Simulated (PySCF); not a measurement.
Zr(Cl)(OH)(Me)2 (C2H7ClOZr), SMILES [CH3][Zr]([CH3])([OH])[Cl], multiplicity 1.

Coordinates come from a B3LYP-D3(BJ)/def2-SVP optimisation. The multiplicity is an assumed one; other spin states were not compared. The def2 effective core potentials stand for the cores of Zr; spin–orbit coupling is left out. The values are those of a single conformer.

Two levels are set side by side: PBE/def2-TZVP (PySCF) and ωB97X/def2-TZVP (PySCF). Same geometry, gas phase. Differences are taken from unrounded values.

```tsv
quantity	PBE
orbital gap (eV)	4.15
highest occupied level (eV)	-6.35
lowest empty level (eV)	-2.20
dipole moment (D)	2.44
mean polarisability (bohr³)	88.8
```

Q: These are the PBE values. What does ωB97X give? (An estimate is asked for; the answer gives what the named calculation found.)

A: 
```json
[
 {"quantity": "orbital gap (eV)", "ωB97X": "11.03", "PBE minus ωB97X": "-6.88"},
 {"quantity": "highest occupied level (eV)", "ωB97X": "-10.15", "PBE minus ωB97X": "3.81"},
 {"quantity": "lowest empty level (eV)", "ωB97X": "0.87", "PBE minus ωB97X": "-3.07"},
 {"quantity": "dipole moment (D)", "ωB97X": "2.53", "PBE minus ωB97X": "-0.09"},
 {"quantity": "mean polarisability (bohr³)", "ωB97X": "82.4", "PBE minus ωB97X": "6.4"}
]
```

Without exact exchange PBE keeps part of each electron's self-repulsion, which lifts occupied levels and narrows the gap. Loosely held outer electrons make PBE densities more polarisable. Differences between two approximate levels are no errors against the true value.

Rough cost on one machine, each run with all the roots and properties that it gave: ωB97X against PBE within a factor of 2.
